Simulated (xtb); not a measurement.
xtb input:

```bash
xtb mol.xyz --gfn 2 --sp --chrg -1 --uhf 0
```
mol.xyz:
```
5

C     -1.15883105    -0.01847565    -0.06229433
N      0.23205449    -0.01180046    -0.00486002
C      1.40595747    -0.07138145    -0.02931754
H     -1.57509069    -0.35903733     0.89087131
H     -1.53204927     0.98078321    -0.30717996
```

**Question.** Which total energy does the run end on?

**Answer.** -8.26414 Eh (GFN2-xTB).

It need not be the lowest isomer of its formula. Whether it binds its extra electron was not tested at this geometry.
